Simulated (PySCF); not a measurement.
Compound: C₆H₉NO.
SMILES: `C1OCCC(C#N)C1`

A PySCF run (density fitting, gas phase, GFN2-xTB geometry) gave HOMO -7.66 eV, LUMO 0.26 eV, dipole 3.27 D.

Question: Which of these levels was it?
A. PBE0/pcSseg-1
B. B97-D/pcSseg-1
C. wB97X-D/cc-pVDZ
D. PBE0/def2-SVPD

Answer: D. It is PBE0/def2-SVPD. All candidates on this geometry:

```
level and settings                    kind  basis functions  SCF cycles     E (Eh)  HOMO (eV)  LUMO (eV)  dipole (D)
    B97-D/pcSseg-1                     GGA              181          16  -363.6938      -6.06      -0.27        3.16
    PBE0/def2-SVPD           global hybrid              235          15  -363.3402      -7.66       0.26        3.27
     PBE0/pcSseg-1           global hybrid              181          15  -363.5429      -7.59       0.61        3.20
   wB97X-D/cc-pVDZ  range-separated hybrid              157          14  -363.9039      -9.29       2.81        3.10
```

The nearest other candidate, by the summed differences of HOMO and LUMO, is PBE0/pcSseg-1: its HOMO differs by +0.07 eV and its LUMO by +0.35 eV. B97-D and wB97X-D ran without the empirical dispersion term, which would shift the total energy alone. Cycle counts include a coarse-grid stage where the run had one.
